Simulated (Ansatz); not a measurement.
Geometry optimisation of C4H9Ga (`C=C(C)[CH2][GaH2]`).

```yaml
crystal:
  periodic: [false, false, false]
  atoms:
    - {symbol: C, position_ang: [-0.184510, 1.797520, 0.409170]}
    - {symbol: C, position_ang: [-0.073870, 0.476410, 0.498070]}
    - {symbol: C, position_ang: [1.150280, -0.188050, 1.052000]}
    - {symbol: C, position_ang: [-1.117010, -0.460400, -0.006340]}
    - {symbol: Ga, position_ang: [-0.342550, -1.150690, -1.774640]}
    - {symbol: H, position_ang: [-1.072810, 2.265190, 0.015580]}
    - {symbol: H, position_ang: [0.589790, 2.457560, 0.761280]}
    - {symbol: H, position_ang: [0.903550, -0.762980, 1.945740]}
    - {symbol: H, position_ang: [1.920640, 0.536620, 1.301920]}
    - {symbol: H, position_ang: [1.550600, -0.889460, 0.303090]}
    - {symbol: H, position_ang: [-2.076200, 0.046930, -0.143550]}
    - {symbol: H, position_ang: [-1.270870, -1.299720, 0.681820]}
    - {symbol: H, position_ang: [0.747790, -0.308810, -2.551320]}
    - {symbol: H, position_ang: [-0.724840, -2.520130, -2.492840]}
basis:
  gaussian: {orbitals: def2-TZVP}
hamiltonian: {xc: pbe0, dispersion: d4}
relax: {f_tol: 0.005, max_steps: 150}
```

```sh
$ ansatz run in.yaml --threads 4 --pin off --events-out ev --progress --plain
```

It prints (some lines left out):

```
Functional definition: PBE0
mean field -56661.02957044 eV, -2082.2544304884 hartree, gradient 3.1e-5 eV, S^2 0.000000; 0 other end points of the search recorded, 0 dependent functions left out
relax step   1: F+E_penalty+E_count = -56661.30069596 eV  Δ(F+E_penalty+E_count) = +0.000e0 eV  max|allowed force component| = 4.962e-1 eV/Å  Δτ_max = 0.0000 Å  (32 SCF iters, accepted)
mean field -56661.09901766 eV, -2082.2569826268 hartree, gradient 2.2e-5 eV, S^2 0.000000; 0 other end points of the search recorded, 0 dependent functions left out
relax step   2: F+E_penalty+E_count = -56661.36857320 eV  Δ(F+E_penalty+E_count) = -6.788e-2 eV  max|allowed force component| = 2.249e-1 eV/Å  Δτ_max = 0.1654 Å  (31 SCF iters, accepted)
mean field -56661.11781831 eV, -2082.2576735378 hartree, gradient 1.1e-5 eV, S^2 0.000000; 0 other end points of the search recorded, 0 dependent functions left out
relax step   3: F+E_penalty+E_count = -56661.38737571 eV  Δ(F+E_penalty+E_count) = -1.880e-2 eV  max|allowed force component| = 1.718e-1 eV/Å  Δτ_max = 0.0695 Å  (32 SCF iters, accepted)
mean field -56661.08574526 eV, -2082.2564948749 hartree, gradient 2.6e-5 eV, S^2 0.000000; 0 other end points of the search recorded, 0 dependent functions left out
relax step   4: F+E_penalty+E_count = -56661.35506617 eV  Δ(F+E_penalty+E_count) = +3.231e-2 eV  max|allowed force component| = 5.621e-1 eV/Å  Δτ_max = 0.1699 Å  (31 SCF iters, rejected (line search))
mean field -56661.13007703 eV, -2082.2581240375 hartree, gradient 1.2e-5 eV, S^2 0.000000; 0 other end points of the search recorded, 0 dependent functions left out
relax step   5: F+E_penalty+E_count = -56661.39897521 eV  Δ(F+E_penalty+E_count) = -1.160e-2 eV  max|allowed force component| = 5.294e-2 eV/Å  Δτ_max = 0.0821 Å  (33 SCF iters, accepted)
mean field -56661.13582394 eV, -2082.2583352324 hartree, gradient 1.2e-5 eV, S^2 0.000000; 0 other end points of the search recorded, 0 dependent functions left out
relax step   6: F+E_penalty+E_count = -56661.40352668 eV  Δ(F+E_penalty+E_count) = -4.551e-3 eV  max|allowed force component| = 9.546e-2 eV/Å  Δτ_max = 0.0893 Å  (32 SCF iters, accepted)
mean field -56661.13810510 eV, -2082.2584190635 hartree, gradient 1.7e-5 eV, S^2 0.000000; 0 other end points of the search recorded, 0 dependent functions left out
relax step   7: F+E_penalty+E_count = -56661.40417923 eV  Δ(F+E_penalty+E_count) = -6.526e-4 eV  max|allowed force component| = 1.858e-1 eV/Å  Δτ_max = 0.1433 Å  (31 SCF iters, accepted)
mean field -56661.14038800 eV, -2082.2585029586 hartree, gradient 1.7e-5 eV, S^2 0.000000; 0 other end points of the search recorded, 0 dependent functions left out
relax step   8: F+E_penalty+E_count = -56661.40788053 eV  Δ(F+E_penalty+E_count) = -3.701e-3 eV  max|allowed force component| = 4.560e-1 eV/Å  Δτ_max = 0.1825 Å  (31 SCF iters, accepted)
mean field -56661.14548737 eV, -2082.2586903572 hartree, gradient 1.1e-5 eV, S^2 0.000000; 0 other end points of the search recorded, 0 dependent functions left out
relax step   9: F+E_penalty+E_count = -56661.41219834 eV  Δ(F+E_penalty+E_count) = -4.318e-3 eV  max|allowed force component| = 1.980e-1 eV/Å  Δτ_max = 0.0246 Å  (31 SCF iters, accepted)
mean field -56661.14533681 eV, -2082.2586848242 hartree, gradient 1.1e-5 eV, S^2 0.000000; 0 other end points of the search recorded, 0 dependent functions left out
relax step  10: F+E_penalty+E_count = -56661.41196780 eV  Δ(F+E_penalty+E_count) = +2.305e-4 eV  max|allowed force component| = 1.303e-1 eV/Å  Δτ_max = 0.0598 Å  (33 SCF iters, rejected (line search))
mean field -56661.14745469 eV, -2082.2587626547 hartree, gradient 1.1e-5 eV, S^2 0.000000; 0 other end points of the search recorded, 0 dependent functions left out
relax step  11: F+E_penalty+E_count = -56661.41413984 eV  Δ(F+E_penalty+E_count) = -1.942e-3 eV  max|allowed force component| = 2.649e-2 eV/Å  Δτ_max = 0.0287 Å  (32 SCF iters, accepted)
mean field -56661.14993229 eV, -2082.2588537049 hartree, gradient 1.3e-5 eV, S^2 0.000000; 0 other end points of the search recorded, 0 dependent functions left out
relax step  12: F+E_penalty+E_count = -56661.41687325 eV  Δ(F+E_penalty+E_count) = -2.733e-3 eV  max|allowed force component| = 3.270e-2 eV/Å  Δτ_max = 0.0999 Å  (32 SCF iters, accepted)
mean field -56661.15114291 eV, -2082.2588981945 hartree, gradient 1.8e-5 eV, S^2 0.000000; 0 other end points of the search recorded, 0 dependent functions left out
relax step  13: F+E_penalty+E_count = -56661.41834766 eV  Δ(F+E_penalty+E_count) = -1.474e-3 eV  max|allowed force component| = 1.345e-1 eV/Å  Δτ_max = 0.1463 Å  (31 SCF iters, accepted)
mean field -56661.15262712 eV, -2082.2589527378 hartree, gradient 1.1e-5 eV, S^2 0.000000; 0 other end points of the search recorded, 0 dependent functions left out
relax step  14: F+E_penalty+E_count = -56661.41978407 eV  Δ(F+E_penalty+E_count) = -1.436e-3 eV  max|allowed force component| = 8.022e-2 eV/Å  Δτ_max = 0.0287 Å  (31 SCF iters, accepted)
mean field -56661.15358566 eV, -2082.2589879637 hartree, gradient 1.1e-5 eV, S^2 0.000000; 0 other end points of the search recorded, 0 dependent functions left out
relax step  15: F+E_penalty+E_count = -56661.42081719 eV  Δ(F+E_penalty+E_count) = -1.033e-3 eV  max|allowed force component| = 5.320e-2 eV/Å  Δτ_max = 0.0605 Å  (32 SCF iters, accepted)
mean field -56661.15486299 eV, -2082.2590349049 hartree, gradient 1.1e-5 eV, S^2 0.000000; 0 other end points of the search recorded, 0 dependent functions left out
relax step  16: F+E_penalty+E_count = -56661.42220578 eV  Δ(F+E_penalty+E_count) = -1.389e-3 eV  max|allowed force component| = 3.652e-2 eV/Å  Δτ_max = 0.0695 Å  (31 SCF iters, accepted)
mean field -56661.15485321 eV, -2082.2590345452 hartree, gradient 1.8e-5 eV, S^2 0.000000; 0 other end points of the search recorded, 0 dependent functions left out
relax step  17: F+E_penalty+E_count = -56661.42232244 eV  Δ(F+E_penalty+E_count) = -1.167e-4 eV  max|allowed force component| = 1.201e-1 eV/Å  Δτ_max = 0.1596 Å  (31 SCF iters, accepted)
[...]
mean field -56661.16417819 eV, -2082.2593772321 hartree, gradient 2.1e-5 eV, S^2 0.000000; 0 other end points of the search recorded, 0 dependent functions left out
relax step  29: F+E_penalty+E_count = -56661.43806264 eV  Δ(F+E_penalty+E_count) = -8.431e-3 eV  max|allowed force component| = 1.010e-1 eV/Å  Δτ_max = 0.1680 Å  (31 SCF iters, accepted)
mean field -56661.17267521 eV, -2082.2596894917 hartree, gradient 2.3e-5 eV, S^2 0.000000; 0 other end points of the search recorded, 0 dependent functions left out
relax step  30: F+E_penalty+E_count = -56661.44752129 eV  Δ(F+E_penalty+E_count) = -9.459e-3 eV  max|allowed force component| = 1.348e-1 eV/Å  Δτ_max = 0.1995 Å  (31 SCF iters, accepted)
mean field -56661.18378362 eV, -2082.2600977181 hartree, gradient 2.3e-5 eV, S^2 0.000000; 0 other end points of the search recorded, 0 dependent functions left out
relax step  31: F+E_penalty+E_count = -56661.46020241 eV  Δ(F+E_penalty+E_count) = -1.268e-2 eV  max|allowed force component| = 2.354e-1 eV/Å  Δτ_max = 0.1950 Å  (30 SCF iters, accepted)
mean field -56661.19951486 eV, -2082.2606758305 hartree, gradient 2.1e-5 eV, S^2 0.000000; 0 other end points of the search recorded, 0 dependent functions left out
relax step  32: F+E_penalty+E_count = -56661.47736151 eV  Δ(F+E_penalty+E_count) = -1.716e-2 eV  max|allowed force component| = 2.628e-1 eV/Å  Δτ_max = 0.1957 Å  (30 SCF iters, accepted)
mean field -56661.22290583 eV, -2082.2615354329 hartree, gradient 2.5e-5 eV, S^2 0.000000; 0 other end points of the search recorded, 0 dependent functions left out
relax step  33: F+E_penalty+E_count = -56661.50132603 eV  Δ(F+E_penalty+E_count) = -2.396e-2 eV  max|allowed force component| = 2.545e-1 eV/Å  Δτ_max = 0.2000 Å  (31 SCF iters, accepted)
mean field -56661.24143809 eV, -2082.2622164808 hartree, gradient 1.9e-5 eV, S^2 0.000000; 0 other end points of the search recorded, 0 dependent functions left out
relax step  34: F+E_penalty+E_count = -56661.52003094 eV  Δ(F+E_penalty+E_count) = -1.870e-2 eV  max|allowed force component| = 5.543e-1 eV/Å  Δτ_max = 0.1998 Å  (30 SCF iters, accepted)
mean field -56661.26278433 eV, -2082.2630009409 hartree, gradient 1.4e-5 eV, S^2 0.000000; 0 other end points of the search recorded, 0 dependent functions left out
relax step  35: F+E_penalty+E_count = -56661.54229145 eV  Δ(F+E_penalty+E_count) = -2.226e-2 eV  max|allowed force component| = 2.403e-1 eV/Å  Δτ_max = 0.1950 Å  (31 SCF iters, accepted)
mean field -56661.26953727 eV, -2082.2632491069 hartree, gradient 1.2e-5 eV, S^2 0.000000; 0 other end points of the search recorded, 0 dependent functions left out
relax step  36: F+E_penalty+E_count = -56661.54894658 eV  Δ(F+E_penalty+E_count) = -6.655e-3 eV  max|allowed force component| = 2.092e-1 eV/Å  Δτ_max = 0.1005 Å  (31 SCF iters, accepted)
mean field -56661.19490958 eV, -2082.2605065898 hartree, gradient 1.1e-5 eV, S^2 0.000000; 0 other end points of the search recorded, 0 dependent functions left out
relax step  37: F+E_penalty+E_count = -56661.47613279 eV  Δ(F+E_penalty+E_count) = +7.281e-2 eV  max|allowed force component| = 1.172e0 eV/Å  Δτ_max = 0.1998 Å  (30 SCF iters, rejected (line search))
mean field -56661.27375360 eV, -2082.2634040541 hartree, gradient 1.2e-5 eV, S^2 0.000000; 0 other end points of the search recorded, 0 dependent functions left out
relax step  38: F+E_penalty+E_count = -56661.55440185 eV  Δ(F+E_penalty+E_count) = -5.455e-3 eV  max|allowed force component| = 2.826e-1 eV/Å  Δτ_max = 0.0717 Å  (32 SCF iters, accepted)
mean field -56661.27500698 eV, -2082.2634501148 hartree, gradient 1.1e-5 eV, S^2 0.000000; 0 other end points of the search recorded, 0 dependent functions left out
relax step  39: F+E_penalty+E_count = -56661.55628655 eV  Δ(F+E_penalty+E_count) = -1.885e-3 eV  max|allowed force component| = 1.323e-1 eV/Å  Δτ_max = 0.1000 Å  (31 SCF iters, accepted)
mean field -56661.27807487 eV, -2082.2635628577 hartree, gradient 1.1e-5 eV, S^2 0.000000; 0 other end points of the search recorded, 0 dependent functions left out
relax step  40: F+E_penalty+E_count = -56661.55894542 eV  Δ(F+E_penalty+E_count) = -2.659e-3 eV  max|allowed force component| = 7.040e-2 eV/Å  Δτ_max = 0.0620 Å  (31 SCF iters, accepted)
mean field -56661.27794425 eV, -2082.2635580577 hartree, gradient 1.1e-5 eV, S^2 0.000000; 0 other end points of the search recorded, 0 dependent functions left out
relax step  41: F+E_penalty+E_count = -56661.55886368 eV  Δ(F+E_penalty+E_count) = +8.175e-5 eV  max|allowed force component| = 4.935e-2 eV/Å  Δτ_max = 0.0247 Å  (33 SCF iters, rejected (line search))
mean field -56661.27846755 eV, -2082.2635772886 hartree, gradient 1.1e-5 eV, S^2 0.000000; 0 other end points of the search recorded, 0 dependent functions left out
relax step  42: F+E_penalty+E_count = -56661.55927530 eV  Δ(F+E_penalty+E_count) = -3.299e-4 eV  max|allowed force component| = 3.241e-2 eV/Å  Δτ_max = 0.0109 Å  (33 SCF iters, accepted)
mean field -56661.27847508 eV, -2082.2635775651 hartree, gradient 1.1e-5 eV, S^2 0.000000; 0 other end points of the search recorded, 0 dependent functions left out
relax step  43: F+E_penalty+E_count = -56661.55938785 eV  Δ(F+E_penalty+E_count) = -1.125e-4 eV  max|allowed force component| = 6.097e-3 eV/Å  Δτ_max = 0.0054 Å  (34 SCF iters, accepted)
mean field -56661.27846768 eV, -2082.2635772933 hartree, gradient 1.1e-5 eV, S^2 0.000000; 0 other end points of the search recorded, 0 dependent functions left out
relax step  44: F+E_penalty+E_count = -56661.55939841 eV  Δ(F+E_penalty+E_count) = -1.055e-5 eV  max|allowed force component| = 3.091e-3 eV/Å  Δτ_max = 0.0027 Å  (34 SCF iters, accepted)
mean field -56661.27846768 eV, -2082.2635772933 hartree, gradient 1.1e-5 eV, S^2 0.000000; 1 other end points of the search recorded, 0 dependent functions left out
Total energy: -56661.55943365 eV, -2082.2739026022 hartree
Atom 0 at    -0.303720     1.440622    -0.116965 Å, force    -0.001195     0.001460     0.000125 eV/Å
Atom 1 at    -0.097431     0.230179     0.468742 Å, force     0.003091     0.002140    -0.001792 eV/Å
Atom 2 at     1.193705    -0.071457     1.162756 Å, force     0.000657     0.000165     0.001559 eV/Å
Atom 3 at    -1.015568    -0.894343     0.245901 Å, force    -0.000898    -0.002615     0.000141 eV/Å
Atom 4 at    -0.355654    -0.622219    -1.652098 Å, force    -0.001533    -0.001597    -0.001233 eV/Å
Atom 5 at    -1.262888     1.703379    -0.550035 Å, force     0.001406    -0.001048    -0.000704 eV/Å
Atom 6 at     0.441504     2.223393    -0.052882 Å, force    -0.001009    -0.000550     0.002662 eV/Å
Atom 7 at     0.994493    -0.243892     2.224803 Å, force     0.001037     0.000212    -0.002034 eV/Å
Atom 8 at     1.910760     0.744103     1.068176 Å, force    -0.000716    -0.001303    -0.000356 eV/Å
Atom 9 at     1.644398    -0.986199     0.769157 Å, force    -0.000111     0.001644     0.000955 eV/Å
Atom 10 at    -2.074342    -0.648734     0.272707 Å, force    -0.000143     0.000873     0.000869 eV/Å
Atom 11 at    -0.777294    -1.798854     0.795327 Å, force    -0.001594     0.000089     0.000391 eV/Å
Atom 12 at     1.104744    -1.059590    -1.997498 Å, force     0.000733     0.000281    -0.000011 eV/Å
Atom 13 at    -1.402720    -0.016397    -2.638109 Å, force     0.000275     0.000249    -0.000570 eV/Å
Dipole moment:     0.048265     0.014148     0.298438 e Å
```

Run time 2 min (4 threads of a server CPU on a shared host); peak host memory 0.78 GiB.
